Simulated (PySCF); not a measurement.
Correlation energy of Sn+ (tin, charge +1)

[Kr] 4d10 5s2 5p1, 2P determinant. All numbers are calculated (PySCF 2.14, the spin-free X2C one-electron Hamiltonian (Gaussian nucleus), in aug-cc-pVTZ-DK3 (8s7p5d2f, 68 functions)). Frozen: [Kr] 4d10; 3 electrons correlated.

| level | correlation energy (mhartree) |
| --- | --- |
| CCSD | -43.92 |
| (T) | -0.67 |
| CCSD(T) | -44.59 |

Diagnostics: T1 = 0.010, D1 = 0.0239, largest double amplitude 0.093.

Cost of the coupled-cluster step: of the order of 1 core-seconds, for 3 correlated electrons.

Iterations:

```
CC2 = 0
CCSD nocc = (np.int64(2), np.int64(1)), nmo = (45, 45)
frozen orbitals [[0, 1, 2, 3, 4, 5, 6, 7, 8, 9, 10, 11, 12, 13, 14, 15, 16, 17, 18, 19, 20, 21, 22], [0, 1, 2, 3, 4, 5, 6, 7, 8, 9, 10, 11, 12, 13, 14, 15, 16, 17, 18, 19, 20, 21, 22]]
max_cycle = 100
direct = 0
conv_tol = 1e-08
conv_tol_normt = 1e-06
diis_space = 8
diis_start_cycle = 0
Init t2, MP2 energy = -0.032143621237428
Init E_corr(UCCSD) = -0.0321436212375973
cycle = 1  E_corr(UCCSD) = -0.039817095637545  dE = -0.0076734744  norm(t1,t2) = 0.0462234
cycle = 2  E_corr(UCCSD) = -0.0422647374079337  dE = -0.00244764177  norm(t1,t2) = 0.0190758
cycle = 3  E_corr(UCCSD) = -0.0439256378480786  dE = -0.00166090044  norm(t1,t2) = 0.00865562
cycle = 4  E_corr(UCCSD) = -0.0439098732165945  dE = 1.57646315e-05  norm(t1,t2) = 0.00105253
cycle = 5  E_corr(UCCSD) = -0.043920374658446  dE = -1.05014419e-05  norm(t1,t2) = 0.000151924
cycle = 6  E_corr(UCCSD) = -0.0439176244461551  dE = 2.75021229e-06  norm(t1,t2) = 2.34416e-05
cycle = 7  E_corr(UCCSD) = -0.0439186344390388  dE = -1.00999288e-06  norm(t1,t2) = 5.24716e-06
cycle = 8  E_corr(UCCSD) = -0.043918390786134  dE = 2.43652905e-07  norm(t1,t2) = 1.386e-06
cycle = 9  E_corr(UCCSD) = -0.0439184015190363  dE = -1.07329023e-08  norm(t1,t2) = 2.40958e-07
cycle = 10  E_corr(UCCSD) = -0.0439184094175699  dE = -7.89853358e-09  norm(t1,t2) = 5.88556e-08
UCCSD converged
E(UCCSD) = -6173.314565345239  E_corr = -0.04391840941756987
UCCSD(T) correction = -0.00066594328489781
```
